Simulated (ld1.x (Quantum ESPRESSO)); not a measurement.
## Which change was made? (Mg, PAW)

magnesium, PAW, made with ld1.x (Quantum ESPRESSO) 7.5 (BLYP, scalar-relativistic). Core [He], reference 2s2 2p6 3s2 3p0. Waves: 2s (bound): rcut 1.10, rcutus 1.20 bohr; 3s (bound): rcut 1.10, rcutus 1.20 bohr; 2p (bound): rcut 1.05, rcutus 1.20 bohr; 3p (bound, empty): rcut 1.05, rcutus 1.20 bohr. Local part: all-electron potential smoothed inside 0.95 bohr (lloc = -1). Core correction: a·sin(br)/r model core inside 1.10 bohr. Augmentation charge: BESSEL, radius 1.10 bohr.

Cutoffs, loose and tight: the cutoffs (Ry, on a coarse ladder) from which the occupation-weighted sum of valence levels, in a spherical-Bessel basis at the reference potential, stays within 10 and 1 mRy of its value at 400 Ry. They do not see the model core or the augmentation charge, which bear on the density cutoff. Test errors are all-electron minus pseudo excitation energies from the reference, over the configurations 2s2 2p6 3s1 3p0; 2s2 2p6 3s0 3p0; 2s2 2p6 3s1.5 3p0; 2s2 2p6 3s1 3p1; 2s2 2p6 3s0 3p1; 2s2 2p5 3s2 3p0; 2s2 2p6 3s0 3p2; variants that change the core or the reference have their own tests. The largest error is taken over the tests solved by every variant that gives reliable tests at all, those not shown here included: 2s2 2p6 3s0 3p1; 2s2 2p6 3s1 3p1; 2s2 2p6 3s1.5 3p0.

The base gives: outcome: generated, overlap not positive; bound ghosts: not determined (overlap not positive); largest test error (meV): +0.5.

(1) After one change the result is: outcome: generated, overlap not positive; bound ghosts: not determined (overlap not positive); largest test error (meV): +1.0. Which change was it?
A. local potential all-electron potential smoothed inside 0.76 bohr (lloc = -1)
B. local potential all-electron potential smoothed inside 1.00 bohr (lloc = -1)
C. local potential all-electron potential smoothed inside 0.48 bohr (lloc = -1)

Answers

(1) A. The others give: local potential all-electron potential smoothed inside 0.48 bohr (lloc = -1) → outcome: generated, overlap not positive; bound ghosts: not determined (overlap not positive); largest test error (meV): +30 | local potential all-electron potential smoothed inside 1.00 bohr (lloc = -1) → outcome: generated, overlap not positive; bound ghosts: not determined (overlap not positive); largest test error (meV): +1.0. A file whose overlap is not positive is unfit for use, and its test errors describe a broken file.
